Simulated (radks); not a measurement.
I-, 54 electrons, occupied as [Xe]. Calculated with a radial shooting solver on a logarithmic mesh with Libxc functionals: scalar-relativistic Kohn-Sham, LDA (Slater exchange, Perdew-Wang correlation), spin-polarised, spherical densities, finite nucleus; Fermi nuclear charge, rms radius 4.75 fm; Watson sphere of charge +1.37 and radius 5.77 bohr.

Normalised radial functions P(r) = r R(r), r in bohr:

r              4p       4d       5p
0.002259   0.0052   0.0000   0.0015
0.003037   0.0088   0.0001   0.0025
0.004051   0.0146   0.0002   0.0041
0.005447   0.0244   0.0004   0.0069
0.007265   0.0398   0.0008   0.0113
0.009767   0.0651   0.0018   0.0185
0.01303    0.1030   0.0039   0.0293
0.01751    0.1605   0.0085   0.0456
0.02336    0.2373   0.0180   0.0673
0.03141    0.3344   0.0376   0.0948
0.04189    0.4294   0.0741   0.1216
0.05632    0.4864   0.1405   0.1374
0.07511    0.4388   0.2439   0.1232
0.101      0.2182   0.3898   0.0596
0.1347    -0.1637   0.5404  -0.0495
0.1811    -0.5805   0.6239  -0.1660
0.2415    -0.7245   0.5229  -0.1993
0.3247    -0.3527   0.1512  -0.0795
0.4331     0.4217  -0.4084   0.1468
0.5777     1.1213  -0.9281   0.3085
0.7767     1.2732  -1.1419   0.2235
1.036      0.8961  -0.9726  -0.0964
1.393      0.4023  -0.5994  -0.4646
1.858      0.1163  -0.2730  -0.6593
2.497      0.0185  -0.0844  -0.6322
3.331      0.0016  -0.0176  -0.4683
4.478      0.0001  -0.0020  -0.2761
5.973      0.0000  -0.0001  -0.1294
8.03       0.0000  0.0000  -0.0394

4p: eigenvalue -125.69 eV, 2 radial nodes at r = 0.120, 0.374 bohr, <r> = 0.792 bohr, 90 % of the charge inside 1.16 bohr. 4d: eigenvalue -48.697 eV, 1 radial node at r = 0.353 bohr, <r> = 0.923 bohr, 90 % of the charge inside 1.41 bohr. 5p: eigenvalue -6.475 eV, 3 radial nodes at r = 0.119, 0.362, 0.961 bohr, <r> = 2.67 bohr, 90 % of the charge inside 4.18 bohr.
